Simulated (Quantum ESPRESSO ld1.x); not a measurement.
ld1.x (Quantum ESPRESSO 7.5) input

```
 &input
    atom='Tm',
    iswitch=1,
    rel=2,
    dft='BLYP',
    config='[Kr] 4d10 4f12 5s2 5p5.5 5d0.5',
    rel_dist='average',
    verbosity='high',
    lsmall=.true.,
    prefix='ld1',
    max_out_wfc=37,
    file_charge='ld1.rho',
 /
```

Command: `OMP_NUM_THREADS=1 ld1.x < ld1.in > ld1.out`

Output (excerpt):

```
     Program LD1 v.7.5 starts

     --------------------------- All-electron run ----------------------------

     dirac relativistic calculation

     atomic number is 69.00
     dft =BLYP   lsd =0 sic =0 latt =0  beta=0.20 tr2=1.0E-14
     Exchange-correlation= BLYP
                           (   1   3   1   3   0   0   0)
     mesh =2105 r(mesh) =  99.27497 a.u. xmin = -8.00 dx = 0.00800
     1 Ry =  13.60569312 eV, c = 137.03599908

     n l j   nl                  e(Ry)          e(Ha)          e(eV)
     Spin orbit split results
     1 0 0.5 1S 1( 2.00)   -4355.581994005   -2177.790997002 -59260.7119825
     2 0 0.5 2S 1( 2.00)    -736.562790373    -368.281395186 -10021.4472916
     2 1 0.5 2P 1( 2.00)    -702.150737831    -351.075368916  -9553.2474650
     2 1 1.5 2P 1( 4.00)    -630.080309884    -315.040154942  -8572.6793391
     3 0 0.5 3S 1( 2.00)    -167.544351357     -83.772175679  -2279.5570291
     3 1 0.5 3P 1( 2.00)    -152.411802263     -76.205901131  -2073.6682099
     3 1 1.5 3P 1( 4.00)    -137.196262368     -68.598131184  -1866.6502434
     4 0 0.5 4S 1( 2.00)     -35.068478689     -17.534239345   -477.1309593
     4 1 0.5 4P 1( 2.00)     -28.984055304     -14.492027652   -394.3481619
     4 1 1.5 4P 1( 4.00)     -25.539035561     -12.769517780   -347.4762805
     3 2 1.5 3D 1( 4.00)    -111.391302924     -55.695651462  -1515.5558842
     3 2 2.5 3D 1( 6.00)    -108.066365725     -54.033182862  -1470.3178090
     4 2 1.5 4D 1( 4.00)     -15.529872097      -7.764936048   -211.2946740
     4 2 2.5 4D 1( 6.00)     -14.901681711      -7.450840855   -202.7477084
     4 3 2.5 4F 1( 5.14)      -2.775333028      -1.387666514    -37.7603295
     4 3 3.5 4F 1( 6.86)      -2.681346309      -1.340673155    -36.4815750
     5 0 0.5 5S 1( 2.00)      -6.240224398      -3.120112199    -84.9025782
     5 1 0.5 5P 1( 1.83)      -4.537562470      -2.268781235    -61.7366825
     5 1 1.5 5P 1( 3.67)      -4.071299892      -2.035649946    -55.3928569
     5 2 1.5 5D 1( 0.20)      -1.921085391      -0.960542696    -26.1376983
     5 2 2.5 5D 1( 0.30)      -1.880280258      -0.940140129    -25.5825162
     Averaged results
     1 0     1S 1( 2.00)   -4355.581994005   -2177.790997002 -59260.7119825
     2 0     2S 1( 2.00)    -736.562790373    -368.281395186 -10021.4472916
     2 1     2P 1( 6.00)    -654.103785866    -327.051892933  -8899.5353811
     3 0     3S 1( 2.00)    -167.544351357     -83.772175679  -2279.5570291
     3 1     3P 1( 6.00)    -142.268109000     -71.134054500  -1935.6562322
     4 0     4S 1( 2.00)     -35.068478689     -17.534239345   -477.1309593
     4 1     4P 1( 6.00)     -26.687375475     -13.343687738   -363.1002410
     3 2     3D 1(10.00)    -109.396340605     -54.698170302  -1488.4130390
     4 2     4D 1(10.00)     -15.152957865      -7.576478932   -206.1664946
     4 3     4F 1(12.00)      -2.721626332      -1.360813166    -37.0296127
     5 0     5S 1( 2.00)      -6.240224398      -3.120112199    -84.9025782
     5 1     5P 1( 5.50)      -4.226720752      -2.113360376    -57.5074655
     5 2     5D 1( 0.50)      -1.896602311      -0.948301156    -25.8045890

     final scf error:  2.7E-15 reached in  31 iterations

     Etot =  -27161.646284 Ry,  -13580.823142 Ha, -369553.024060 eV

     Ekin =   30084.650093 Ry,   15042.325046 Ha,  409322.516873 eV
     Encl =  -67166.528939 Ry,  -33583.264470 Ha, -913847.180887 eV
     Eh   =   10493.536035 Ry,    5246.768017 Ha,  142771.831067 eV
     Exc  =    -573.303472 Ry,    -286.651736 Ha,   -7800.191113 eV
```

Run on one thread of a shared host, so times are rough (Intel(R) Xeon(R) Processor @ 2.60GHz): 0.87 s of CPU time, 0.92 s wall, 31 iterations on 2105 mesh points.
